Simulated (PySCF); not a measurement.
This script is equivalent to a calculation on Mg+ (magnesium, charge +1).

```python
from pyscf import gto, scf, dft, mp, cc
import basis_set_exchange as bse
mol = gto.M(atom="Mg 0 0 0", charge=1, spin=1, symmetry="D2h",
            basis=gto.basis.parse(bse.get_basis("dyall-av3z", elements=["Mg"], fmt="nwchem", header=False)))
mf = dft.UKS(mol, xc="PBE")
mf.irrep_nelec = {'Ag': (3, 2), 'B1u': (1, 1), 'B2u': (1, 1), 'B3u': (1, 1)}
mf.kernel()
```

(1) What total energy does it give?

(2) Which occupied shell lies highest, and where?

(3) What is ⟨S²⟩, and what would a pure spin state give?

Results:

(1) -199.675 hartree (calculated).

(2) 3s α, at -11.898 eV.

(3) 0.750, against 0.75.
